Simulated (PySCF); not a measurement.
C₄H₃Br.
Structure used (PBE0-D3(BJ)/def2-SVP), in Å, numbered top down from 1:
```xyz
8
C4H3Br angstrom
C      2.029   -0.731    0.084
C      0.945   -0.187    0.111
C     -0.315    0.466    0.151
C     -1.455   -0.032   -0.342
Br    -0.293    2.175    0.984
H      2.987   -1.217    0.060
H     -1.451   -1.015   -0.820
H     -2.393    0.522   -0.280
```

The calculation used EOM-IP-CCSD/aug-cc-pVDZ in PySCF, restricted Hartree–Fock reference, 13 core orbitals frozen, non-relativistic, gas phase, PBE0-D3(BJ)/def2-SVP geometry.

The vertical ionisation energies are 9.47, 10.49, 10.91, 11.26, 13.16, 13.42, 15.55, 16.45 eV.

**Question.** Which Hartree–Fock orbital leads each hole, and what is its Koopmans value −ε?

**Answer.** 
```tsv
leading hole (HF orbital)	Koopmans (eV)	EOM-IP-CCSD (eV)	change (eV)	one-hole share
HOMO	9.55	9.47	-0.08	0.96
HOMO-1	10.89	10.49	-0.40	0.96
HOMO-2	11.40	10.91	-0.49	0.95
HOMO-3	11.81	11.26	-0.55	0.96
HOMO-4	14.04	13.16	-0.88	0.93
HOMO-5	14.46	13.42	-1.04	0.95
HOMO-6	17.16	15.55	-1.61	0.94
HOMO-7	18.36	16.45	-1.91	0.93
```

**Question.** Does the order of the lines follow the orbital energies?

**Answer.** Yes, no two lines change places. The corrections run from -1.91 to -0.08 eV, with a mean of -0.87 eV over the 8 lines; no line lies above its Koopmans value. Koopmans values leave out both the relaxation of the orbitals and the change in correlation energy.

**Question.** At what kinetic energies would He I light (21.22 eV) eject these electrons?

**Answer.** 11.75 eV (HOMO), 10.73 eV (HOMO-1), 10.31 eV (HOMO-2), 9.96 eV (HOMO-3), 8.06 eV (HOMO-4), 7.80 eV (HOMO-5), 5.67 eV (HOMO-6), 4.77 eV (HOMO-7).

One root was sought for each valence orbital with −ε under 21 eV, eight at most, so deeper holes and satellites are missing; no vibrational structure.

The run took 9.3 min of wall time on one thread, Arm Neoverse V1 (aarch64), shared host, and the process peaked at 2.8 GiB of memory.
